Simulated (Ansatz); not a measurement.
Geometry optimisation, UKS PBE/def2-SVP in Ansatz.

Input file:

```yaml
crystal:
  periodic: [false, false, false]
  atoms:
    - { symbol: Mo, position_ang: [-0.166432, 0.000908, -0.243752] }
    - { symbol: F, position_ang: [0.012035, -0.002856, 2.706685] }
    - { symbol: Cl, position_ang: [2.078246, 0.008333, 0.481679] }
    - { symbol: F, position_ang: [-0.339559, 1.728712, 0.312141] }
    - { symbol: F, position_ang: [-2.007704, -0.005743, -0.627158] }
    - { symbol: F, position_ang: [-0.325084, -1.732828, 0.298451] }
    - { symbol: Cl, position_ang: [0.37732, 0.009387, -2.413579] }
    - { symbol: H, position_ang: [0.911178, -0.005913, 2.435534] }
magnetization:
  spin_polarized: true
  initial_magnetization: 1
basis:
  gaussian: { orbitals: def2-SVP }
hamiltonian:
  xc: pbe
relax:
  f_tol: 0.03
  max_steps: 50
```

Launched with:

```bash
$ ansatz run input.yaml --threads 4 --pin off --max-ram 5120MiB --backend cpu --events-out ev --progress --plain --runs-dir out
```

Where does it end, and by what steps?

The forces met the threshold. After 7 steps the energy has fallen by 0.232 eV; F2 moved furthest, 0.51 Å. Joined: Mo1–F2 (2.96 → 2.33 Å).

```tsv
step	energy less start (eV)	largest force component (eV/Å)	accepted
0	0.0000	0.499	yes
1	-0.0932	0.514	yes
2	-0.1752	0.417	yes
3	-0.2058	0.289	yes
4	-0.2275	0.110	yes
5	-0.2313	0.091	yes
6	-0.2323	0.038	yes
7	-0.2324	0.011	yes
```

```xyz
8
Properties=species:S:1:pos:R:3
Mo -0.122 0.000 -0.093
F -0.182 -0.010 2.240
Cl 2.154 0.007 0.618
F -0.211 1.793 0.285
F -1.987 -0.006 -0.321
F -0.197 -1.795 0.273
Cl 0.296 0.009 -2.298
H 0.789 0.002 2.247
```

Whether the end is a true minimum wasn't checked by a vibrational analysis.

Time of the run: 30 s on 4 threads of Arm Neoverse V2, on a shared host, peak memory 0.26 GiB.
